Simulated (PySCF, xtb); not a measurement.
Tc(O)3(Me) (CH3O3Tc), SMILES [CH3][Tc](=[O])(=[O])=[O], multiplicity 1.

GFN2-xTB in xtb at its own geometry gives an orbital gap of 3.41 eV and a dipole moment of 2.95 D.

Geometry optimised at r2SCAN-D4/def2-SVP. The spin state was assumed, not searched. The def2 effective core potentials stand for the cores of Tc; spin–orbit coupling is left out.

Task: What does PySCF with B3LYP/def2-TZVP give? (An estimate is asked for; the answer gives what the named calculation found.)

Result: gap 5.60 eV (levels -9.43 and -3.83 eV), dipole 2.96 D.
